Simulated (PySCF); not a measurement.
Compound: C9H11P.
Atom-mapped SMILES: `[CH2:1]=[CH:2][c:3]1[c:4]([CH3:5])[cH:6][cH:7][p:8][c:9]1[CH3:10]`

Structure used (GFN2-xTB), in Å, numbered top down from 1:
```xyz
21
C9H11P angstrom
C      1.4965   -1.9249   -0.5058
C      0.8699   -1.2442    0.4357
C      0.1198    0.0084    0.1842
C     -1.2354   -0.0901   -0.1482
C     -1.8682   -1.4484   -0.2244
C     -2.0029    1.0363   -0.4127
C     -1.5250    2.3273   -0.3699
P      0.0930    2.7819    0.0385
C      0.8040    1.2111    0.3071
C      2.2579    1.1930    0.6921
H      1.4918   -1.5982   -1.5333
H      2.0387   -2.8310   -0.2940
H      0.8852   -1.5827    1.4657
H     -1.6703   -2.0160    0.6840
H     -1.4542   -2.0148   -1.0582
H     -2.9440   -1.3679   -0.3601
H     -3.0446    0.8862   -0.6702
H     -2.2065    3.1377   -0.5989
H      2.8511    0.6878   -0.0700
H      2.4031    0.6562    1.6299
H      2.6310    2.2092    0.8081
```

NICS = −σ at a ghost point: NICS(0) at the centroid of the ring atoms, NICS(1) 1 Å to either side along the normal of their mean plane, zz for the tensor component along that normal. Level: GIAO PBE0/pcSseg-1 (PySCF, non-relativistic, gas phase) on the GFN2-xTB geometry, one conformer.

Ring bond lengths (Å), with Mayer bond orders in brackets: C3–C4 1.399 (1.35), C4–C6 1.388 (1.44), C6–C7 1.377 (1.48), C7–P8 1.730 (1.31), P8–C9 1.745 (1.31), C9–C3 1.389 (1.38).

Q: What do the NICS probes read (ppm)?

A: 
| ring | type | NICS(0) | NICS(1), two faces | NICS(1)zz, two faces | rms pucker (Å) | centre to ring atoms, mean (Å) |
| --- | --- | --- | --- | --- | --- | --- |
| C3–C4–C6–C7–P8–C9 | 6-membered ring with P; formal bonds all aromatic | -7.2 | -10.3 / -10.2 | -25.5 / -25.0 | 0.01 | 1.50 |

Q: What do they say, and how far can they be read as aromaticity?

A: 
- C3–C4–C6–C7–P8–C9: mean NICS(1)zz -25.2 ppm, shielded.

Q: What does the geometric index give? HOMA = 1 − mean of α(R − Ropt)² over the ring bonds, with Krygowski's 1993 parameters (CC: Ropt 1.388 Å, α 257.7 Å⁻²; CP: Ropt 1.698 Å, α 118.91 Å⁻²).

A: 
- C3–C4–C6–C7–P8–C9: HOMA 0.93; the largest term is that of P8–C9, α(R − Ropt)² = 0.26.

Q: What is the mean of the two in-plane components of NICS at the second NICS(1) probe listed for ring C3–C4–C6–C7–P8–C9, 1 Å off the ring?

A: The isotropic value is a third of the trace: (3 × -10.2 − (-25.0))/2 = -2.8 ppm.

Q: How shielded are the nuclei of the rings and their hydrogens (means over atoms taken as equivalent)?

A: 
```
atoms                  environment  σ isotropic (ppm)
   C3  substituted aromatic carbon               35.2
   C4  substituted aromatic carbon               44.0
   C6           aromatic CH carbon               48.8
   C7           aromatic CH carbon               21.9
   P8     phosphorus bonded to 2 C              105.9
   C9  substituted aromatic carbon               10.8
  H17            aromatic hydrogen              23.74
  H18            aromatic hydrogen              22.75
```

The run took about 2.5 min of CPU time (grids of density and orbitals included) (one thread, shared machine). This is the whole shielding run at PBE0/pcSseg-1, SCF included.
